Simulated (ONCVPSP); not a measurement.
**Pseudopotential generation for boron: ONCV, PBEsol, scalar-relativistic.**

The input file (ONCVPSP 4.0.1):

```
# ATOM AND REFERENCE CONFIGURATION
# atsym  z   nc   nv     iexc    psfile
  B 5.00    1    2  -116133      upf
#
#   n    l    f
    1    0    2.00
    2    0    2.00
    2    1    1.00
#
# PSEUDOPOTENTIAL AND OPTIMIZATION
# lmax
    2
#
#   l,   rc,      ep,       ncon, nbas, qcut
    0    1.25    0.00    3    6    5.90
    1    3.45    0.00    4    8    3.70
    2    2.70    0.34    4    8    4.00
#
# LOCAL POTENTIAL
# lloc, lpopt,  rc(5),   dvloc0
    0    5    1.25    0.00
#
# VANDERBILT-KLEINMAN-BYLANDER PROJECTORs
# l, nproj, debl
    0    0    3.00
    1    2    2.90
    2    2    1.10
#
# MODEL CORE CHARGE
# icmod, fcfact, rcfact
    1    0.45    0.00
#
# LOG DERIVATIVE ANALYSIS
# epsh1, epsh2, depsh
   -2.00    5.00    0.02
#
# OUTPUT GRID
# rlmax, drl
    6.00    0.01
#
# TEST CONFIGURATIONS
# ncnf
    4
# nvcnf
#   n    l    f
    2
    2    0    2.00
    2    1    0.00
#
    2
    2    0    1.00
    2    1    0.00
#
    2
    2    0    2.00
    2    1    0.50
#
    2
    2    0    0.00
    2    1    3.00
#
```

Command:

```bash
oncvpsp.x < B.dat > B.out
```

The program printed (shortened: citation, most of the input echo, consistency checks and plot data are left out):

```
ONCVPSP  (Optimized Norm-Conservinng Vanderbilt PSeudopotential)
scalar-relativistic version 4.0.1

#   n    l    f        energy (Ha)
    1    0    2.00    -6.5983106E+00
    2    0    2.00    -3.4401757E-01
    2    1    1.00    -1.3065645E-01

Reference configufation results
  iterations    23
  all-electron total energy (Ha)   -2.44697267D+01

Begin loop to  construct optimized pseudo wave functions
and semi-local pseudopoentials for all angular momenta

Calculating optimized projector #   1

 for l=   0

    Fraction of norm inside rc  0.204190
    Optimizing pswf for qcut=   5.89 a_B^-1,  ecut=  17.36 Ha
    Residual kinetic energy error=  5.18D-05 Ha

    Energy error per electron        Cutoff
         Ha          eV             Ha
         0.01000     0.27211        7.29
         0.00100     0.02721       12.32
         0.00010     0.00272       16.29
         0.00001     0.00027       34.26

   Wellstate for l =  1  n =  6
     eigenvalue =   2.7693
     asymptotic potential =   3.2693
     half-point radius =  5.6190

Calculating optimized projector #   1

 for l=   1

    Fraction of norm inside rc  0.842301
    Optimizing pswf for qcut=   3.71 a_B^-1,  ecut=   6.86 Ha
    Residual kinetic energy error=  3.82D-06 Ha

    Energy error per electron        Cutoff
         Ha          eV             Ha
         0.01000     0.27211        3.45
         0.00100     0.02721        4.69
         0.00010     0.00272        5.62
         0.00001     0.00027        6.94

Calculating optimized projector #   2

 for l=   1

    Fraction of norm inside rc  0.270876
    Optimizing pswf for qcut=   3.71 a_B^-1,  ecut=   6.86 Ha
    Residual kinetic energy error=  3.28D-03 Ha

    Energy error per electron        Cutoff
         Ha          eV             Ha
         0.01000     0.27211        6.25
         0.00100     0.02721       14.03
         0.00010     0.00272       22.91
         0.00001     0.00027       30.43

   Wellstate for l =  2  n =  3
     eigenvalue =   0.3400
     asymptotic potential =   0.8400
     half-point radius =  5.0257

   Wellstate for l =  2  n =  5
     eigenvalue =   1.4400
     asymptotic potential =   1.9400
     half-point radius =  5.8990

Calculating optimized projector #   1

 for l=   2

    Fraction of norm inside rc  0.250430
    Optimizing pswf for qcut=   4.01 a_B^-1,  ecut=   8.03 Ha
    Residual kinetic energy error=  4.83D-06 Ha

    Energy error per electron        Cutoff
         Ha          eV             Ha
         0.01000     0.27211        1.87
         0.00100     0.02721        4.09
         0.00010     0.00272        5.82
         0.00001     0.00027        7.49

Calculating optimized projector #   2

 for l=   2

    Fraction of norm inside rc  0.212152
    Optimizing pswf for qcut=   4.01 a_B^-1,  ecut=   8.03 Ha
    Residual kinetic energy error=  2.21D-04 Ha

    Energy error per electron        Cutoff
         Ha          eV             Ha
         0.01000     0.27211        4.51
         0.00100     0.02721        6.80
         0.00010     0.00272        9.18
         0.00001     0.00027       24.73

Construct Vanderbilt / Kleinmman-Bylander projectors

B matrix Hermiticity error, ll=   1
   1   2   -2.5177E-05

  Orthonormal projector coefficients -1.6087E+00 -5.6783E-01

B matrix Hermiticity error, ll=   2
   1   2   -1.4833E-05

  Orthonormal projector coefficients -7.5200E-01 -3.7170E-01

Model core correction analysis
  based on d2Exc/dn_idn_j

d2excae - all-electron derivatives

   -4.795898D-02   -3.959278D-02
   -3.969923D-02   -3.518188D-02

d2excps - pseudofunction derivatives with no core correction

   -4.888172D-02   -4.065164D-02
   -4.075632D-02   -3.610143D-02

rms 2nd derivative error    9.919239E-04

Polynomial model core charge

d2excps - pseudofunction derivatives with core correction

   -4.798981D-02   -4.036739D-02
   -4.047098D-02   -3.601459D-02

rms 2nd derivative error    6.873816E-04

Pseudoatom total energy   -2.558341

Diagnostic tests using Vanderbilt-Kleinman-Bylander pseudopotentials
  1 or more projectors used as specified by nproj input data

   l    rcore       rmatch      e in        delta e   norm test  slope test

   0   1.2512710   1.2892623  -0.3440176   0.0000000   1.0000036   0.9999812

   1   3.4594582   3.5644948  -0.1306564  -0.0000002   0.9999802   0.9999815
   1   3.4594582   3.5644948   2.7693435   0.0000138   1.0000237   1.0000237

   2   2.7070163   2.7892072   0.3400000   0.0000018   1.0000127   1.0000127
   2   2.7070163   2.7892072   1.4400000  -0.0000003   1.0000696   1.0000696

 Testing for bound ghosts
   n   l    E NL Schr. Eq   E Basis Diag.   E Cutoff

   2   1       -0.130657       -0.130392     25.30

 Testing for highly-localized positive-energy ghosts
       l    <radius>/rc     E Basis Diag.   E Cutoff

Test configuration 0

   n   l     f        eae           eps        diff
   1   0  2.0000   -6.59831055
   2   0  2.0000   -0.34401757   -0.34401754    3.05D-08
   2   1  1.0000   -0.13065645   -0.13065660   -1.55D-07

    Total energies and differences
      AE_ref= -2.44697267D+01  AE_tst= -2.44697267D+01  dif=  0.00D+00
      PS_ref= -2.55834112D+00  PS_tst= -2.55834112D+00  dif=  2.22D-15
      PSP excitation error= -2.22D-15

Test configuration 1

   n   l     f        eae           eps        diff
   1   0  2.0000   -7.07542929
   2   0  2.0000   -0.71213256   -0.70280833    9.32D-03

    Total energies and differences
      AE_ref= -2.44697267D+01  AE_tst= -2.41706085D+01  dif=  2.99D-01
      PS_ref= -2.55834112D+00  PS_tst= -2.26506506D+00  dif=  2.93D-01
      PSP excitation error=  5.84D-03

Test configuration 2

   n   l     f        eae           eps        diff
   1   0  2.0000   -7.71810875
   2   0  1.0000   -1.14948505   -1.13522310    1.43D-02

    Total energies and differences
      AE_ref= -2.44697267D+01  AE_tst= -2.32422603D+01  dif=  1.23D+00
      PS_ref= -2.55834112D+00  PS_tst= -1.34842853D+00  dif=  1.21D+00
      PSP excitation error=  1.76D-02

Test configuration 3

   n   l     f        eae           eps        diff
   1   0  2.0000   -6.81220709
   2   0  2.0000   -0.51548085   -0.51318600    2.29D-03
   2   1  0.5000   -0.29434206   -0.28976116    4.58D-03

    Total energies and differences
      AE_ref= -2.44697267D+01  AE_tst= -2.43647926D+01  dif=  1.05D-01
      PS_ref= -2.55834112D+00  PS_tst= -2.45431597D+00  dif=  1.04D-01
      PSP excitation error=  9.09D-04

Test configuration 4

   n   l     f        eae           eps        diff
   1   0  2.0000   -6.67748494
   2   1  3.0000   -0.16202071   -0.16737109   -5.35D-03

    Total energies and differences
      AE_ref= -2.44697267D+01  AE_tst= -2.40413633D+01  dif=  4.28D-01
      PS_ref= -2.55834112D+00  PS_tst= -2.12476634D+00  dif=  4.34D-01
      PSP excitation error= -5.21D-03
```

The run took about 2.8 s on one core of a shared server CPU.
